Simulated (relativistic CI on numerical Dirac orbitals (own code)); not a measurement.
**Level scheme of Bi3+**

These numbers are calculated, not measured: Dirac-Coulomb-Breit CI, KLI orbitals optimised for each configuration, QED by a radiative potential, valence Slater integrals scaled by 0.85, P86 correlation energy added to each configuration (own radial code, finite nucleus).

Configuration list (outside the closed core [Xe] 4f14): 5d10 6s2, 5d10 6s 6p, 5d10 6p2, 5d10 6s 6d, 5d10 6s 6f, 5d10 6d2, 5d10 6s 7s, 5d10 5f2, 5d10 6s 7p, 5d10 6p 6d, 5d10 6s 5f, 5d9 6s2 5f, 5d9 6s2 6p, 5d10 5f 6p, 5d10 6s 8s, 5d10 6s 7d, 5d10 6f2, 5d9 6s2 5g, 5d10 6s 8p, 5d10 5g2, 5d10 6s 5g, 5d10 6p 6f, 5d10 6s 9s, 5d10 6s 8d, 5d10 5g 6p, 5d10 6s 9p, 5d10 6p 7s, 5d10 6s 9d, 5d10 5f 6d, 5d9 6s2 7p, 5d10 6f 7s. Double excitations out of closed p, d and f shells are left out; levels of such configurations are missing from the list, as are those of other unlisted configurations, and high levels can miss mixing partners. These lack a partner that the ground configuration has and come out too high: 5d9 6s2 5f, 5d9 6s2 6p, 5d9 6s2 5g, 5d9 6s2 7p.

| No. | Configuration | Term | J | E (cm⁻¹) | % | Next component (%) | Landé g |
| --- | --- | --- | --- | --- | --- | --- | --- |
| 1 | 5d10 6s2 | 1S | 0 | 0.0 | 98 | 2 5d10 6p2 1S |  |
| 2 | 5d10 6s 6p | 3P° | 0 | 65680.2 | 100 |  |  |
| 3 | 5d10 6s 6p | 3P° | 1 | 70921.7 | 92 | 8 1P° | 1.461 |
| 4 | 5d10 6s 6p | 3P° | 2 | 90509.5 | 99 |  | 1.501 |
| 5 | 5d10 6s 6p | 1P° | 1 | 111028.1 | 90 | 8 3P° | 1.040 |
| 6 | 5d10 6p2 | 3P | 0 | 165154.3 | 83 | 16 1S |  |
| 7 | 5d10 6p2 | 1D | 2 | 178980.1 | 51 | 31 5d10 6s 6d 1D | 1.088 |
| 8 | 5d10 6p2 | 3P | 1 | 181994.6 | 98 | 1 5d10 6s 7s 3S | 1.506 |
| 9 | 5d10 6s 7s | 3S | 1 | 192060.6 | 94 | 5 5d10 6s 6d 3D | 1.917 |
| 10 | 5d10 6s 6d | 3D | 1 | 192314.0 | 94 | 5 5d10 6s 7s 3S | 0.579 |
| 11 | 5d10 6s 6d | 3D | 2 | 192841.8 | 93 | 3 1D | 1.172 |
| 12 | 5d10 6s 6d | 3D | 3 | 194543.5 | 99 | 1 5d10 5f 6p 3D | 1.334 |
| 13 | 5d10 6s 7s | 1S | 0 | 197027.6 | 98 | 1 5d10 6p2 1S |  |
| 14 | 5d10 6p2 | 3P | 2 | 197900.0 | 57 | 36 5d10 6s 6d 1D | 1.296 |
| 15 | 5d9 6s2 6p | 3P° | 2 | 204906.3 | 65 | 25 3D° | 1.359 |
| 16 | 5d9 6s2 6p | 3F° | 3 | 206673.5 | 50 | 32 1F° | 1.096 |
| 17 | 5d10 6p2 | 1D | 2 | 214578.8 | 46 | 28 5d10 6s 6d 1D | 1.112 |
| 18 | 5d10 6s 7p | 3P° | 0 | 218180.3 | 99 |  |  |
| 19 | 5d10 6s 7p | 3P° | 1 | 218783.0 | 78 | 20 1P° | 1.393 |
| 20 | 5d10 6p2 | 1S | 0 | 222941.7 | 80 | 16 3P |  |
| 21 | 5d10 6s 5f | 3F° | 2 | 224620.9 | 38 | 38 5d9 6s2 6p 3F° | 0.841 |
| 22 | 5d10 6s 5f | 3F° | 4 | 225609.6 | 61 | 37 5d9 6s2 6p 3F° | 1.250 |
| 23 | 5d10 6s 7p | 3P° | 2 | 225644.0 | 82 | 9 5d10 6s 5f 3F° | 1.367 |
| 24 | 5d10 6s 7p | 1P° | 1 | 226624.0 | 71 | 20 3P° | 1.105 |
| 25 | 5d10 6s 5f | 3F° | 3 | 228834.3 | 93 | 2 1F° | 1.084 |
| 26 | 5d9 6s2 6p | 3P° | 1 | 230897.5 | 63 | 34 3D° | 1.152 |
| 27 | 5d10 6s 5f | 1F° | 3 | 231556.6 | 95 | 3 5d10 6p 6d 1F° | 1.002 |
| 28 | 5d10 6s 5f | 3F° | 2 | 232315.0 | 48 | 37 5d9 6s2 6p 3F° | 0.767 |
| 29 | 5d9 6s2 6p | 3F° | 4 | 233888.1 | 62 | 37 5d10 6s 5f 3F° | 1.250 |
| 30 | 5d9 6s2 6p | 1D° | 2 | 234946.4 | 66 | 18 3P° | 1.089 |
| 31 | 5d9 6s2 6p | 3D° | 3 | 236855.7 | 73 | 26 1F° | 1.246 |
| 32 | 5d9 6s2 6p | 1P° | 1 | 240486.8 | 80 | 10 3D° | 0.961 |
| 33 | 5d9 6s2 6p | 3P° | 0 | 251292.0 | 99 |  |  |
| 34 | 5d9 6s2 6p | 3F° | 3 | 256701.1 | 49 | 40 1F° | 1.072 |
| 35 | 5d9 6s2 6p | 3D° | 1 | 257324.4 | 55 | 32 3P° | 0.887 |
| 36 | 5d9 6s2 6p | 3D° | 2 | 259887.6 | 56 | 24 1D° | 1.074 |
| 37 | 5d10 6s 8s | 3S | 1 | 260521.2 | 100 |  | 2.002 |
| 38 | 5d10 6s 7d | 3D | 1 | 261265.9 | 100 |  | 0.499 |
| 39 | 5d10 6s 7d | 3D | 2 | 261521.8 | 95 | 5 1D | 1.158 |
| 40 | 5d10 6s 7d | 3D | 3 | 262210.3 | 100 |  | 1.334 |
| 41 | 5d10 6s 8s | 1S | 0 | 262674.5 | 99 |  |  |
| 42 | 5d10 6s 7d | 1D | 2 | 263928.0 | 92 | 5 3D | 1.009 |
| 43 | 5d10 6s 8p | 3P° | 0 | 272158.2 | 95 | 4 5d10 6p 7s 3P° |  |
| 44 | 5d10 6s 8p | 3P° | 1 | 272566.0 | 75 | 23 1P° | 1.380 |
| 45 | 5d10 6p 6d | 3F° | 2 | 272681.0 | 60 | 17 5d10 6s 6f 3F° | 0.743 |
| 46 | 5d10 6s 6f | 3F° | 3 | 274440.1 | 89 | 6 1F° | 1.079 |
| 47 | 5d10 6s 6f | 3F° | 4 | 274449.1 | 99 |  | 1.250 |
| 48 | 5d10 6s 6f | 3F° | 2 | 275018.3 | 78 | 10 5d10 6p 6d 3F° | 0.734 |
| 49 | 5d10 6s 8p | 1P° | 1 | 275040.0 | 58 | 18 3P° | 1.151 |
| 50 | 5d10 6s 6f | 1F° | 3 | 275358.3 | 82 | 9 3F° | 1.015 |
| 51 | 5d10 6s 8p | 3P° | 2 | 275588.2 | 89 | 4 5d10 6s 6f 3F° | 1.439 |
| 52 | 5d10 6p 7s | 3P° | 0 | 279812.8 | 95 | 4 5d10 6s 8p 3P° |  |
| 53 | 5d10 6p 6d | 3P° | 2 | 280124.0 | 36 | 30 3D° | 1.244 |
| 54 | 5d10 6p 6d | 3F° | 3 | 280895.9 | 64 | 16 3D° | 1.109 |
| 55 | 5d10 6p 6d | 3D° | 1 | 281661.4 | 49 | 18 5d10 6p 7s 3P° | 0.918 |
| 56 | 5d10 6p 7s | 3P° | 1 | 281813.0 | 41 | 15 1P° | 1.195 |
| 57 | 5d10 6s 5g | 3G | 4 | 284990.9 | 50 | 48 1G | 1.026 |
| 58 | 5d10 6s 5g | 3G | 3 | 285004.0 | 98 | 2 5d10 5f 6p 3G | 0.750 |
| 59 | 5d10 6s 5g | 1G | 4 | 285261.1 | 51 | 49 3G | 1.024 |
| 60 | 5d10 6s 5g | 3G | 5 | 285262.4 | 99 | 1 5d10 5f 6p 3G | 1.200 |
| 61 | 5d10 6s 9s | 3S | 1 | 292843.7 | 100 |  | 2.002 |
| 62 | 5d10 6s 8d | 3D | 1 | 293464.3 | 100 |  | 0.499 |
| 63 | 5d10 6s 8d | 3D | 2 | 293571.5 | 90 | 10 1D | 1.151 |
| 64 | 5d10 6s 9s | 1S | 0 | 293943.7 | 100 |  |  |
| 65 | 5d10 6s 8d | 3D | 3 | 293962.2 | 100 |  | 1.334 |
| 66 | 5d10 6s 8d | 1D | 2 | 294552.5 | 89 | 10 3D | 1.016 |
| 67 | 5d10 6p 6d | 1D° | 2 | 298995.2 | 50 | 24 3D° | 1.016 |
| 68 | 5d10 6p 6d | 3F° | 4 | 299027.5 | 99 | 1 5d10 6s 5f 3F° | 1.250 |
| 69 | 5d10 6s 9p | 3P° | 1 | 299182.3 | 61 | 31 1P° | 1.321 |
| 70 | 5d10 6s 9p | 3P° | 0 | 299223.3 | 93 | 7 5d10 6p 6d 3P° |  |

Energies count from the lowest computed level; ° marks odd parity.

The mean weight of the leading LS term, summed over parents, in these 70 levels is 79 %, and that of the leading jj configuration (from the same eigenvectors) 85 %.

For a near-neutral ion this model can misplace configurations by up to about 10,000 cm⁻¹ (more where the count of f electrons changes) and terms by 10 to 25 % of their spread. Rates follow the energies as ν³ (E1, M1) or ν⁵ (E2), so they and the lifetimes can be off by large factors. The fine structure of a lone outer electron comes out too small, for d and f at times inverted, and misplaced configurations move strength between like terms. 19 of the 21 excited levels that our extract of the measured tables holds in this range could be paired (the sources list more); they are missed by 5033 cm⁻¹ on average and 6480 at most, and levels without a partner can miss by more.

LS names give the leading component of a level, which can be under half, so a name can repeat, a term be missing and a line seem to break the LS rules.
